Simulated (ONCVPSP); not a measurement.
gadolinium (Gd): one change to an ONCV potential, before and after

Gd (Z = 64), optimised norm-conserving Vanderbilt (ONCV), made with ONCVPSP 4.0.1 (PBE, scalar-relativistic). Core [Kr] 4d10 4f7, reference 5s2 5p6 5d1 6s1 6p1. Waves: 5s+6s: rc 2.20 bohr, ncon 3, nbas 6, qcut 5.5 1/bohr, 2 projectors; 5p+6p: rc 3.10 bohr, ncon 4, nbas 8, qcut 4.7 1/bohr, 2 projectors; 5d: rc 2.25 bohr, ncon 4, nbas 9, qcut 4.6 1/bohr, 1 projector. Local part: polynomial inside 2.15 bohr (lpopt 5, dvloc0 0 Ha). Core correction: Teter function, fcfact 3, rcfact 1.55.

All-electron outer shells of the reference configuration (PBE, scalar-relativistic, ld1.x):

```tsv
shell	level (eV)	outermost node (bohr)	outermost maximum (bohr)
4d	-149.01	0.27	0.56
5s	-51.05	0.65	1.20
5p	-28.56	0.70	1.35
4f	-9.99	–	0.56
6s	-4.86	1.60	3.33
5d	-3.55	0.79	1.92
6p	-1.91	1.92	4.50
```

Change: functional PBEsol.

Cutoffs: the cutoffs (Ha) at which the residual kinetic energy of the hardest occupied pseudo-wave falls to 1 and 0.1 mHa per electron; they do not see the model core or the augmentation charge, which bear on the density cutoff. Errors are all-electron minus pseudo energies relative to the spin-unpolarised reference configuration.

How do hardness, ghosts and transferability respond?

The potential gets neither clearly harder nor softer (10 Ha and 12 Ha → 10.0 Ha and 12 Ha); of the 3 tests that both files solve, the error grows in 2 and shrinks in 1 by more than 15 % and 0.3 meV (median size 0.5 → 1.3 meV); the range in which the d phases agree narrows (upper end at the end of the scan → 2.2); neither file shows a bound ghost.

```tsv
quantity	base	changed
cutoff, loose	10 Ha	10.0 Ha
cutoff, tight	12 Ha	12 Ha
loose cutoff by channel	s 10 Ha, p 6.9 Ha, d 8.2 Ha	s 10.0 Ha, p 6.9 Ha, d 8.2 Ha
bound ghosts	none	none
GHOST(+) flags under 300 eV	none	none
tests counted as reliable (solved cleanly; for ONCVPSP, near-neutral configurations with less than one 5d electron left out)	3 of 4	3 of 4
error for 5s2 5p6 5d1 6s2 6p0, meV [ΔE -2.87 → -2.90 eV]	+0.3	+0.7
error for 5s2 5p6 5d1 6s1 6p0, meV [ΔE 3.78 eV]	+0.5	-1.3
error for 5s2 5p6 5d1 6s0 6p0, meV [ΔE 15.88 → 15.82 eV]	+4.8	+1.5
s: phases at 2.23 bohr within 0.05 rad from the reference energy up to (Ha; the scan ends near 5)	2.4	2.8
p: phases at 3.14 bohr within 0.05 rad from the reference energy up to (Ha; the scan ends near 5)	2.4	2.3
d: phases at 2.29 bohr within 0.05 rad from the reference energy up to (Ha; the scan ends near 5)	to the end of the scan	2.2
rms error of d²Exc/dni dnj with the model core, mHa	0.52	0.34
```

Base: Tests not counted: 5s2 5p6 5d0 6s2 6p0 (all-electron energy unsafe for a near-neutral lanthanide with less than one 5d electron, printed error -20 meV). Changed file: Tests not counted: 5s2 5p6 5d0 6s2 6p0 (all-electron energy unsafe for a near-neutral lanthanide with less than one 5d electron, printed error -20 meV).
